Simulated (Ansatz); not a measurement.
```yaml
crystal:
  periodic: [false, false, false]
  atoms:
    - {symbol: C, position_ang: [0.477726, -1.552482, 0.786147]}
    - {symbol: C, position_ang: [0.281411, -0.469419, -0.227753]}
    - {symbol: F, position_ang: [-0.343026, -0.982896, -1.348199]}
    - {symbol: O, position_ang: [-0.537068, 0.514107, 0.325835]}
    - {symbol: C, position_ang: [-0.640464, 1.663521, -0.402997]}
    - {symbol: F, position_ang: [-1.604416, 2.393356, 0.159047]}
    - {symbol: F, position_ang: [0.512035, 2.373576, -0.328535]}
    - {symbol: H, position_ang: [1.067887, -2.358919, 0.351307]}
    - {symbol: H, position_ang: [-0.492885, -1.940611, 1.097531]}
    - {symbol: H, position_ang: [0.999954, -1.154582, 1.656549]}
    - {symbol: H, position_ang: [1.223350, -0.032097, -0.575774]}
    - {symbol: H, position_ang: [-0.867607, 1.491348, -1.459160]}
basis:
  gaussian: {orbitals: pcseg-2}
hamiltonian: {xc: {name: HF}}
correlation: {method: mp2, frozen_orbitals: {C: 0}}
```

```sh
$ ansatz run in.yaml --threads 4 --pin off --events-out ev --progress --plain --max-ram 11315MiB
```

It prints (some lines left out):

```
Functional definition: HF
Error: "frozen_orbitals" has no count for F
```

Q: Something in this input is off. What?

A: Frozen orbitals are typed for one element alone, and the program wants a count for each. The input was rejected before any iteration.
